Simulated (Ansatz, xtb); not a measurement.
# C5H5FO2S: which of two isomers lies lower

Structure X: `CC(=S)[C@@]1(F)OCC1=O`, a singlet. Structure Y: `C=C(S)[C@@]1(F)OCC1=O`, a singlet. Both are isolated molecules in the gas phase, relaxed with PBE0-D3(BJ)/def2-SVP; each stands in its lowest conformer found.

X (Å):

```yaml
atoms:
  - { symbol: C, position_ang: [1.2059, -0.0121, 1.5964] }
  - { symbol: C, position_ang: [1.4402, 0.4032, 0.1862] }
  - { symbol: C, position_ang: [0.4045, -0.0888, -0.7987] }
  - { symbol: C, position_ang: [0.7608, -0.4581, -2.8328] }
  - { symbol: C, position_ang: [0.8237, -1.3569, -1.6104] }
  - { symbol: F, position_ang: [-0.8073, -0.2218, -0.1962] }
  - { symbol: O, position_ang: [0.3147, 0.6141, -1.9934] }
  - { symbol: O, position_ang: [1.0437, -2.4928, -1.3558] }
  - { symbol: S, position_ang: [2.7412, 1.2102, -0.3481] }
  - { symbol: H, position_ang: [2.0297, 0.3104, 2.2427] }
  - { symbol: H, position_ang: [1.0983, -1.1100, 1.6451] }
  - { symbol: H, position_ang: [0.2505, 0.4043, 1.9548] }
  - { symbol: H, position_ang: [0.0253, -0.7451, -3.6033] }
  - { symbol: H, position_ang: [1.7405, -0.2502, -3.2956] }
```

Y (Å):

```yaml
atoms:
  - { symbol: C, position_ang: [-1.4686, 1.8758, 2.8989] }
  - { symbol: C, position_ang: [-0.5446, 1.1625, 2.2473] }
  - { symbol: C, position_ang: [-0.8554, -0.1947, 1.6883] }
  - { symbol: C, position_ang: [-2.4219, -0.7244, 0.3915] }
  - { symbol: C, position_ang: [-0.9811, -0.3068, 0.1481] }
  - { symbol: F, position_ang: [-0.0211, -1.1343, 2.2019] }
  - { symbol: O, position_ang: [-2.1966, -0.5841, 1.8009] }
  - { symbol: O, position_ang: [-0.2572, -0.1339, -0.7781] }
  - { symbol: S, position_ang: [1.1167, 1.7170, 2.0282] }
  - { symbol: H, position_ang: [-1.2492, 2.8731, 3.2860] }
  - { symbol: H, position_ang: [-2.4584, 1.4468, 3.0662] }
  - { symbol: H, position_ang: [1.3368, 1.0588, 0.8675] }
  - { symbol: H, position_ang: [-2.6738, -1.7569, 0.0948] }
  - { symbol: H, position_ang: [-3.1834, -0.0272, 0.0035] }
```

Quicker runs give these differences E(Y) − E(X): GFN2-xTB +6.1 kcal/mol; HF/STO-3G +1.0 kcal/mol (at GFN2-xTB geometries); r2SCAN-D4/def2-SVP +4.9 kcal/mol (at GFN2-xTB geometries).

Task: Estimate E(Y) − E(X) at the level CCSD(T)/def2-SVP + ΔMP2/def2-TZVPP.

Result: Calculated at CCSD(T)/def2-SVP + ΔMP2/def2-TZVPP: E(Y) − E(X) = +2.3 kcal/mol, so structure X lies lower.

The same difference at several levels:

```csv
level,geometry,E(Y) − E(X) (kcal/mol),departure from the last row (kcal/mol),"job, with rough time for the two"
GFN2-xTB,GFN2-xTB,+6.1,+3.8,"optimisation, 0.64 s"
HF/STO-3G,GFN2-xTB,+1.0,−1.3,"single point, 2.8 s"
r2SCAN-D4/def2-SVP,GFN2-xTB,+4.9,+2.6,"single point, 14 s"
PBE0-D3(BJ)/def2-SVP,PBE0-D3(BJ)/def2-SVP,+3.8,+1.6,"optimisation, 6.7 min"
HF/def2-SVP,PBE0-D3(BJ)/def2-SVP,+1.8,−0.4,part of the CCSD(T) run
MP2/def2-SVP,PBE0-D3(BJ)/def2-SVP,+5.5,+3.3,part of the CCSD(T) run
CCSD(T)/def2-SVP,PBE0-D3(BJ)/def2-SVP,+4.2,+1.9,single point
CCSD(T)/def2-SVP + ΔMP2/def2-TZVPP,PBE0-D3(BJ)/def2-SVP,+2.3,,"single point, 7.8 min"
```

As drawn, Y has 1 C=C, 1 C–S, 1 S–H in place of 1 C–C, 1 C=S, 1 C–H.

The levels shown agree on the order. The largest departure from CCSD(T)/def2-SVP + ΔMP2/def2-TZVPP is that of GFN2-xTB, 3.8 kcal/mol. The last row adds to CCSD(T) the change of the MP2 difference between the two basis sets, here −1.9 kcal/mol.

With thermal terms from frequencies at re-optimised GFN2-xTB minima (ideal gas, soft modes damped towards free rotors, one conformer each, 298.15 K, 1 atm): the zero-point term adds −2.0 kcal/mol; ΔH is +0.4 and ΔG +0.3 kcal/mol. In free energy the two are nearly level.

The correlated steps freeze 13 core orbitals. Codes used: Ansatz 0.2.0, xtb 6.7.1; the last row on 2 threads of Intel(R) Xeon(R) Processor @ 2.50GHz (Skylake/Cascade Lake) on a shared host.
